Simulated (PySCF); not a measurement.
# Dipole response of As⁻ (arsenic, charge -1)

[Ar] 3d10 4s2 4p4, high-spin 3P determinant. Calculation: PySCF 2.14, in aug-cc-pVTZ-PP with ECP10MDF (6s5p4d2f, 55 functions); scalar relativity through the core potential. Coupled (time-dependent) response in atomic units; α is the mean over directions.

| method | mean α (bohr³) | α xx, yy, zz | C₆ (like pair) | S(−4) |
| --- | --- | --- | --- | --- |
| UHF | 83.30 | 64.64, 120.6, 64.64 | 1067 | 3760 |

S(−4) is the Cauchy moment in α(ω) = α(0) + S(−4) ω² + …

Spin-orbit coupling is absent.

α(iu) at UHF:

```tsv
u (hartree)	α(iu) (bohr³)
0	83.30
0.0500	75.75
0.100	62.93
0.200	42.33
0.300	29.18
0.500	15.59
0.750	8.557
1.00	5.383
1.50	2.713
2.00	1.649
3.00	0.8091
5.00	0.3223
```

For an ion, C₆ is the dispersion term alone; charge-induced terms of lower order in 1/R come first.

The components differ because the open shell of this determinant is not spherical; for a pure term their mean is the scalar polarisability.

Energies and moments cover only the electrons outside the core potential.
